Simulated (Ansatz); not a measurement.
The cluster Mg3Al3⁺. Total charge 1; singlet. Geometry PBE0-D4/def2-SVP.

```xyz
6

Al   -0.943    0.898   -1.341
Al    1.560    0.436   -0.974
Al   -0.321   -1.207    0.622
Mg    0.273    2.128    0.743
Mg   -2.926   -0.591    0.124
Mg    2.356   -1.664    0.826
```

HSE06 is defined as in plane-wave codes, on full-range PBE exchange. The restricted singlet is unstable towards broken spin symmetry in Hartree–Fock (as tested in another run); at PBE-D4/def2-SVP, r2SCAN-D4/def2-TZVP, PBE0-D4/def2-SVP, PBE0-D4/def2-TZVP and others this wasn't settled. Another isomer (singlet) lies 0.16 eV lower at PBE0-D4/def2-TZVP; other spin states weren't run for this one.

(1) Estimate the orbital energies around the gap (eV) in Ansatz with PBE-D4/def2-SVP, r2SCAN-D4/def2-TZVP, PBE0-D4/def2-SVP, PBE0-D4/def2-TZVP, HSE06-D4/def2-TZVP.

Results:

(1) 
```csv
orbital,PBE-D4/def2-SVP,r2SCAN-D4/def2-TZVP,PBE0-D4/def2-SVP,PBE0-D4/def2-TZVP,HSE06-D4/def2-TZVP
HOMO−9,-51.49,-52.56,-55.62,-55.21,-54.79
HOMO−8,-51.46,-52.54,-55.59,-55.19,-54.77
HOMO−7,-51.45,-52.52,-55.58,-55.18,-54.76
HOMO−6,-14.08,-14.34,-15.50,-15.38,-14.95
HOMO−5,-11.25,-11.36,-12.28,-12.23,-11.83
HOMO−4,-11.22,-11.34,-12.22,-12.14,-11.74
HOMO−3,-9.37,-9.40,-9.94,-9.89,-9.54
HOMO−2,-8.51,-8.48,-9.05,-9.02,-8.69
HOMO−1,-8.48,-8.46,-9.01,-8.96,-8.62
HOMO,-7.63,-7.65,-8.19,-8.15,-7.80
LUMO,-6.76,-6.60,-6.13,-6.08,-6.44
LUMO+1,-6.65,-6.54,-6.05,-5.98,-6.33
LUMO+2,-6.43,-6.28,-5.87,-5.82,-6.16
LUMO+3,-6.42,-6.26,-5.85,-5.79,-6.12
LUMO+4,-6.16,-5.99,-5.53,-5.46,-5.82
LUMO+5,-5.30,-5.11,-4.73,-4.68,-5.01
```
